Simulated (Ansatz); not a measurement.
The same molecule with X = O, S, Se. Ansatz, PBE0-D4/def2-TZVP geometries, multiplicity 2.

Scalar relativity is left out up to krypton.

| X | molecule | mean X–Ge bond length / Å | mean X–H bond length / Å | size of the dipole moment (ωB97M-V/def2-TZVPP) / D | ideal-gas entropy at 298 K and 1 bar (rigid rotor, harmonic PBE0-D4/def2-TZVP) / J/(mol·K) | size of the dipole moment (PBE/def2-TZVPP) / D |
| --- | --- | --- | --- | --- | --- | --- |
| O | `[OH][GeH2]`• | 1.786 | 0.960 | 1.43 | 271 | 1.27 |
| S | `[SH][GeH2]`• | 2.220 | 1.343 | 1.09 | 286 | 0.90 |

Task: Give the row for X = Se, `[GeH2][SeH]`•. (Best estimate.)

Result: The calculation gave: 
```
 X        molecule  mean X–Ge bond length / Å  mean X–H bond length / Å  size of the dipole moment (ωB97M-V/def2-TZVPP) / D  ideal-gas entropy at 298 K and 1 bar (rigid rotor, harmonic PBE0-D4/def2-TZVP) / J/(mol·K)  size of the dipole moment (PBE/def2-TZVPP) / D
Se  `[GeH2][SeH]`•                      2.351                     1.469                                                0.89                                                                                         300                                            0.63
```

From O to Se the mean X–Ge bond length rises at each step, by 0.565 Å in all; the mean X–H bond length rises at each step, by 0.509 Å in all; the ideal-gas entropy at 298 K and 1 bar (rigid rotor, harmonic PBE0-D4/def2-TZVP) rises at each step, by 29 J/(mol·K) in all. Bonds lengthen as the atom grows down the group. Dipoles are sizes alone, and their direction can turn along the series.
